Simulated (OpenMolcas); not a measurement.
## Nb3+: effect of the metal basis and ligand basis

Nb3+ with 6 ligands (chloride) in octahedral coordination (Oh) at 2.48 Å. A charge of +0.5 e stands 2.4 Å behind each ligand.

```json
{"Program": "OpenMolcas 26.06", "Method": "CASSCF", "Spin-orbit coupling": "state interaction with AMFI integrals over the reference wave functions"}
```

Fixed: active space 2 electrons in 5 orbitals (4d), DKH2 Hamiltonian.

States (labels of O, the rotations of Oh). Energies in cm-1 above the lowest state or level, χT in cm3 K/mol; under a threefold ground state the first gap can be a small split of the lowest multiplet, not the spin-orbit step; 10Dq and B are least-squares fits to the states below 45000 cm-1, weighted by degeneracy, with a free offset, and given where the rms deviation is under 5 % of |10Dq| (or 100 cm-1) and under 700 cm-1.

```csv
Run,Metal basis,Ligand basis,Ground state,First state of that spin,10Dq,B (rms of fit),First gap with spin-orbit (degeneracies),χT at 300 K,First state of another spin,Cost
A,ANO-RCC-VDZP,ANO-RCC-VDZP,3T1,3T2 16149,17057,608 (253),"27.4 (2, 3)",0.462,1T2 9242,roughly 40 core-seconds
B,ANO-RCC-VTZP,ANO-RCC-VTZP,3T1,3T2 15675,16476,591 (362),"26.6 (2, 3)",0.468,1T2 9189,roughly 2.1 core-minutes
```

Against A, |10Dq| changes by -3.4 % in B.

Costs are those of the RASSCF and RASSI steps.

An orbital triplet at a regular site is open to Jahn-Teller coupling, which can distort the site and quench the lowest spin-orbit gaps and is left out. Without dynamic correlation the repulsion within the d shell is too large (B by tens of per cent), so at a given field states of lower spin stand too high. With metal d orbitals alone the field can be off either way by tens of per cent. Ligand-to-metal charge-transfer states are missing. With no ligand orbital active B as a rule stays too high, so bands that hang on it stand too high and its fall with covalency is understated. The least metal-like active orbital is 77 % on the metal (Löwdin) and no ligand orbital is active, so the numbers are rough (holds for A). The least metal-like active orbital is 70 % on the metal (Löwdin) and no ligand orbital is active, so the numbers are rough (holds for B). No measured value stands beside these numbers; the geometry was imposed, not optimised, and the real ion may take another.
